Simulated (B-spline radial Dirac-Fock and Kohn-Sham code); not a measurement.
## Re⁵⁺ 4p1/2: cross section and angular parameters

System: the Re⁵⁺ ion in the configuration [Xe] 4f14 5d2; threshold 581.6 eV (orbital energy of the model). The computed values come from a radial atomic solver: Dirac-Hartree-Slater photoionisation with a Latter tail; cross sections with all multipoles, angular parameters from the dipole term and its interference with E2.

Input of the calculation (task.json; shells as n, l, electrons):

```json
{"items": [{
  "Z": 75,
  "q": 5,
  "cfg": [[1, 0, 2], [2, 0, 2], [2, 1, 6], [3, 0, 2], [3, 1, 6], [3, 2, 10], [4, 0, 2], [4, 1, 6], [4, 2, 10], [4, 3, 14], [5, 0, 2], [5, 1, 6], [5, 2, 2]],
  "A": 187,
  "rrms": 5.3698,
  "do": "xps",
  "hv": [80, 89.6, 100, 139.0, 150, 188.0, 243.0, 400, 570.0, 600.0, 800, 804.0, 820.0, 874.0, 966.0, 1000, 1253.6, 1400.0, 1490.0, 1680.0, 2180.0, 2340.0, 6000, 6600.0, 8210.0, 9500.0, 10100.0, 11400.0, 11900.0, 12800.0]
}]}
```

Run with: `python xray2_run.py task.json out`

For linearly polarised light dσ/dΩ = σ/(4π) [1 + β P₂(cos θ) + (δ + γ cos²θ) sin θ cos φ], with θ from the polarisation vector and φ the angle between the beam and the projection of the electron momentum on the plane normal to the polarisation.

```csv
hν (eV),σ (kb),β,γ,δ
600,50.3,-0.530,-0.270,0.109
800,?,?,?,?
804,47.1,0.752,0.201,0.089
820,46.7,0.799,0.232,0.085
874,45.3,0.936,0.317,0.072
966,42.7,1.110,0.409,0.055
1000,41.6,1.160,0.429,0.049
1253.6,34.5,1.396,0.449,0.023
1400,30.8,1.474,0.410,0.015
1490,28.7,1.510,0.379,0.012
1680,24.9,1.566,0.310,0.006
2180,17.7,1.644,0.150,0.000
2340,16.0,1.657,0.111,-0.001
6000,3.06,1.655,0.158,-0.003
6600,2.52,1.642,0.230,-0.002
8210,1.60,1.606,0.433,0.002
9500,1.16,1.578,0.597,0.007
10100,1.01,1.565,0.672,0.009
11400,0.770,1.538,0.830,0.015
11900,0.698,1.529,0.889,0.017
12800,0.589,1.511,0.992,0.022
```

Problem. Give the values at 800 eV.

Solution. σ = 47.2 kb, β = 0.740, γ = 0.193, δ = 0.090.
